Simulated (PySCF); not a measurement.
**Ru⁺ (ruthenium, charge +1) across methods**

[Kr] 4d6 5p1, one real determinant (an excited configuration). Calculation: PySCF 2.14, in aug-cc-pVTZ-PP with ECP28MDF (6s6p5d3f2g, 88 functions); scalar relativity through the core potential.

```tsv
method	E (hartree)	mean ε 4d α (eV)	mean ε 4d β (eV)	mean ε 5p α (eV)	Σ⟨r²⟩ (bohr²)	⟨S²⟩
BP86	-94.0820	-17.640	-15.301	-8.593	42.81	8.751
LDA	-93.7844	-17.687	-15.050	-8.585	42.92	8.751
UHF	-93.41217	-24.337	-20.501	-10.299	43.87	8.753
B3LYP	-94.0330	-18.981	-16.498	-8.877	43.06	8.752
r2SCAN	-94.0418	-17.999	-15.065	-8.570	42.69	8.752
PBE0	-94.0018	-19.431	-16.669	-9.022	42.98	8.751
PBE	-94.0110	-17.568	-15.072	-8.463	42.97	8.751
TPSSh	-93.9763	-18.257	-15.806	-8.616	42.93	8.751
```

**Question.** Estimate the same row for B97-3.

**Answer.** E (hartree) = -94.0114; mean ε 4d α (eV) = -19.392; mean ε 4d β (eV) = -16.825; mean ε 5p α (eV) = -8.902; Σ⟨r²⟩ (bohr²) = 43.01; ⟨S²⟩ = 8.752.

⟨L²⟩ = 8.03 against 12 for a pure F term, so this real determinant mixes terms. Energies and moments cover only the electrons outside the core potential.
